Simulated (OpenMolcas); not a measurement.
A calculation on N+.

```json
{
  "Program": "OpenMolcas",
  "Method": "SS-CASPT2, IPEA 0.25 Eh, imaginary shift 0.1 Eh (closed shells correlated: 1s 2s)",
  "Basis": "ANO-RCC-VTZP [4s3p2d1f]",
  "Scalar Hamiltonian": "DKH2, point nucleus",
  "Active space": "2 electrons in 3 orbitals (2p)",
  "State averaging": "2S+1 = 3 even, 3 roots; 2S+1 = 1 even, 6 roots",
  "Spin-orbit coupling": "RASSI with atomic mean-field integrals over the reference wave functions, term energies averaged over their components"
}
```

(1) Which level of the active space comes out lowest?

(2) How high does 2s² 2p² ³P₂ lie?

(3) How high does 2s² 2p² ¹D₂ lie?

(4) How high does 2s² 2p² ³P₁ lie?

Measured values: NIST Handbook of Basic Atomic Spectroscopic Data.

Answers

(1) 2s² 2p² ³P₀, with 100 % of that term; it is also the measured ground level.

(2) 141 cm⁻¹ above the lowest level; measured 131 cm⁻¹ above the ground level, so the calculation is off by +8 %.

(3) 15560 cm⁻¹ above the lowest level; measured 15316 cm⁻¹ above the ground level, so the calculation is off by +2 %.

(4) 47.3 cm⁻¹ above the lowest level; measured 48.7 cm⁻¹ above the ground level, so the calculation is off by -3 %.

CASPT2 does not keep the components of a term degenerate, so their means are used; among the terms shown or strongly mixed into the levels shown the widest spread is 96 cm-1 (2s² 2p² ¹D). With the s shell closed, the reference lacks s² → p² mixing. Computed and measured levels are paired by configuration, term and J; levels that our copy of the source lacks, or whose pairing is in doubt (as where it misses far off the trend of its configuration), stay unpaired and out of the deviations. Levels of configurations outside the active space are missing.
